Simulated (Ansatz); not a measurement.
The cluster B6. Charge 0, multiplicity 1. Geometry relaxed at PBE0-D4/def2-SVP.

```xyz
6

B    -0.384   -0.096    1.983
B    -0.616    0.120   -0.733
B    -1.137   -0.448    0.669
B     0.610   -0.021    0.748
B     0.356    0.531   -1.918
B     1.172   -0.087   -0.749
```

The restricted singlet is unstable towards broken spin symmetry at other levels; at PBE0-D4/def2-SVP this wasn't settled. The geometry of the singlet was relaxed on an unsound state (restricted singlet, unstable towards broken spin symmetry at other levels and untested here). At PBE0-D4/def2-TZVP a triplet of charge 0 lies 0.20 eV below the restricted singlet at the same geometry. The structure comes from a short search, and lower isomers may exist.

Task: Estimate the harmonic wavenumbers at RKS PBE0-D4/def2-SVP (Ansatz, unscaled). Is this a minimum?

Result: 190, 305, 376, 392, 575, 578, 730, 861, 1099, 1157, 1294, 1346 cm⁻¹. Yes, no mode is imaginary beyond noise. Zero-point energy 53.3 kJ/mol. Hardware: 4 threads of Arm Neoverse V1 on a shared host. Wall time 13 s.
